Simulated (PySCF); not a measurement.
2-methylideneimidazole (C4H4N2), SMILES C=C1N=CC=N1.

Geometry optimised at B3LYP-D3(BJ)/def2-SVP.

These are TDDFT-PBE/def2-SVPD (PySCF) values and carry that method's errors.

Vertical excitations.  State labels are in the subgroup C2v.

Question: Give excitation energies, oscillator strengths and character. (An estimate is asked for; the answer gives what the named calculation found.)

Answer: 
| state | symmetry | energy (eV) | λ (nm) | f | main pairs |
|---|---|---|---|---|---|
| S1 | A2 | 2.93 | 424 | 0.000 | HOMO→LUMO 100 % |
| S2 | B1 | 3.58 | 346 | 0.001 | HOMO−1→LUMO 100 % |
| S3 | B2 | 4.29 | 289 | 0.006 | HOMO−3→LUMO 98 % |
| S4 | A1 | 5.09 | 244 | 0.363 | HOMO−2→LUMO 96 % |
| S5 | A2 | 6.32 | 196 | 0.000 | HOMO−4→LUMO 100 % |
| S6 | B1 | 6.53 | 190 | 0.004 | HOMO→LUMO+1 97 % |
| S7 | B1 | 6.69 | 185 | 0.001 | HOMO−5→LUMO 97 % |
| S8 | B2 | 7.02 | 177 | 0.020 | HOMO→LUMO+2 100 % |
| S9 | A2 | 7.02 | 177 | 0.000 | HOMO−1→LUMO+1 62 %, HOMO→LUMO+3 38 % |
| S10 | B2 | 7.28 | 170 | 0.001 | HOMO→LUMO+4 99 % |
| T1 | A2 | 2.63 | 472 | 0 | HOMO→LUMO 100 % |
| T2 | A1 | 2.78 | 446 | 0 | HOMO−2→LUMO 99 % |
| T3 | B1 | 3.20 | 387 | 0 | HOMO−1→LUMO 100 % |
| T4 | B2 | 3.24 | 382 | 0 | HOMO−3→LUMO 98 % |
Triplets are in the Tamm–Dancoff approximation, which puts them higher than full response would, so one can lie above its singlet here.
